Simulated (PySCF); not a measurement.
**P²⁺ (phosphorus, charge +2): PBE0 calculation**

Configuration: [Ne] 3s2 3p1, 2P determinant. Calculation: PySCF 2.14, in x2c-TZVPall (5s5p2d1f, 37 functions); scalar relativity by spin-free X2C-1e.

* Total energy: -340.8434 hartree
* One-electron energy: -460.3023 hartree
* Hartree (Coulomb) energy: 141.9479 hartree
* Exchange-correlation energy: -22.4891 hartree
* ⟨S²⟩: 0.7552
* ⟨L²⟩: 2.017
* Sum of ⟨r⟩: 9.605 bohr
* Sum of ⟨r²⟩: 13.91 bohr²
* Traceless quadrupole moment −½Σ⟨3z² − r²⟩ along its main axis: -1.73 e·bohr²
* Langevin diamagnetic susceptibility: -11.0 ×10⁻⁶ cm³/mol
* Time after the integrals: 0.15 s of wall time on 1 thread of Neoverse-V2 (shared host)

| shell | electrons | mean orbital energy (hartree) | spread (hartree) | rms radius, mean of both spins (bohr) |
| --- | --- | --- | --- | --- |
| 1s α | 1 | -78.36819 | 0 | 0.120 |
| 1s β | 1 | -78.36145 | 0 | 0.120 |
| 2s α | 1 | -7.56305 | 0 | 0.564 |
| 2s β | 1 | -7.55654 | 0 | 0.564 |
| 2p α | 3 | -5.66445 | 0.00410 | 0.541 |
| 2p β | 3 | -5.65420 | 0.02425 | 0.541 |
| 3s α | 1 | -1.32326 | 0 | 1.87 |
| 3s β | 1 | -1.26752 | 0 | 1.87 |
| 3p α | 1 | -0.96845 | 0 | 2.12 |

Densities and radii are taken from the X2C orbitals without a picture-change correction, which distorts them close to the nucleus.
